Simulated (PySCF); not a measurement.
# Excitation energy of Hg by level of theory

Hg [Xe] 4f14 5d10 6s2 (1S) → Hg [Xe] 4f14 5d10 6s1 6p1 (3P), as a difference of total energies. All numbers are calculated (PySCF 2.14, the spin-free X2C one-electron Hamiltonian (Gaussian nucleus), in x2c-TZVPPall (11s7p7d3f1g, 97 functions)). The calculations carry no spin-orbit coupling.

```csv
method,excitation energy (eV)
UHF,3.685
HSE06,5.046
revPBE,5.251
wB97M-V,4.926
```

The basis was made for the ground configuration and has no added diffuse functions, so the excitation energy can come out too high.
